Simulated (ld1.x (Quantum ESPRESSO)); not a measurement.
## u(r) = r·R(r): atom against pseudo-atom (fluorine)

Columns: radius, all-electron u(r) and pseudo u(r) of the 2s shell (level -33.67 eV) of fluorine in the configuration [He] 2s2 2p4.75; LDA (PZ), scalar-relativistic, PAW scheme, ld1.x (Quantum ESPRESSO) 7.5.

```
r (bohr)  all-electron   pseudo
   0.082        0.4537  -0.2108
   0.165        0.3081  -0.4135
   0.248       -0.0150  -0.5955
   0.330       -0.3385  -0.7479
   0.413       -0.6079  -0.8697
   0.495       -0.8019  -0.9565
   0.578       -0.9298  -1.0118
   0.660       -0.9996  -1.0377
   0.742       -1.0258  -1.0399
   0.825       -1.0194  -1.0226
   0.908       -0.9900  -0.9901
   0.990       -0.9456  -0.9456
   1.072       -0.8918  -0.8918
   1.155       -0.8320  -0.8320
   1.238       -0.7701  -0.7701
   1.320       -0.7089  -0.7089
   1.402       -0.6492  -0.6492
   1.485       -0.5914  -0.5914
   1.568       -0.5367  -0.5367
   1.650       -0.4861  -0.4861
   1.733       -0.4386  -0.4386
   1.815       -0.3954  -0.3954
   1.898       -0.3552  -0.3552
   1.980       -0.3190  -0.3190
   2.062       -0.2860  -0.2860
   2.145       -0.2558  -0.2558
```

(1) How many radial nodes do the two functions have?

(2) At about which radius was the pseudo-wave matched?

(3) Is the pseudo-wave norm-conserving?

Answers

(1) The all-electron 2s function has n − l − 1 = 1; the pseudo-wave has 0, since the states of the same l below it are removed with the core.

(2) 0.95 bohr, where the columns begin to agree (steps of 0.08 bohr).

(3) No, it belongs to a PAW set: the norm inside the radius is not constrained, and the difference is carried by the augmentation charge.
